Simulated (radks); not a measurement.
Spherical jellium clusters: N electrons in a uniform positive sphere of charge N and radius rs N^(1/3), rs = 5.36 bohr. Calculated with a radial shooting solver with Libxc functionals: non-relativistic Kohn-Sham, LDA (Slater exchange, Perdew-Wang correlation), spin-polarised, spherical densities. Levels are named by radial order and angular momentum (1s, 1p, 1d, 2s, ...), and open shells are averaged over m.

N = 11, configuration 1s2 1p6 1d(up 3, down 0). This is the lowest configuration that the search found. Occupied and some empty levels:

level,occupation,eigenvalue (eV),<r> (bohr)
1s up,1,-3.5349,7.812
1s down,1,-3.3436,7.544
1p up,3,-2.9589,9.055
1p down,3,-2.7246,9.002
1d up,3,-2.1994,10.06
1d down,0,-1.9561,10.13
2s up,0,-1.7289,8.674
2s down,0,-1.6187,8.850
1f up,0,-1.3163,11.06
1f down,0,-1.0870,11.27
2p up,0,-0.87582,11.32
2p down,0,-0.76260,11.61

Energy (eV): total -19.0190, kinetic 11.780, external -328.88, Hartree 163.58, exchange-correlation -31.225, background 165.73.
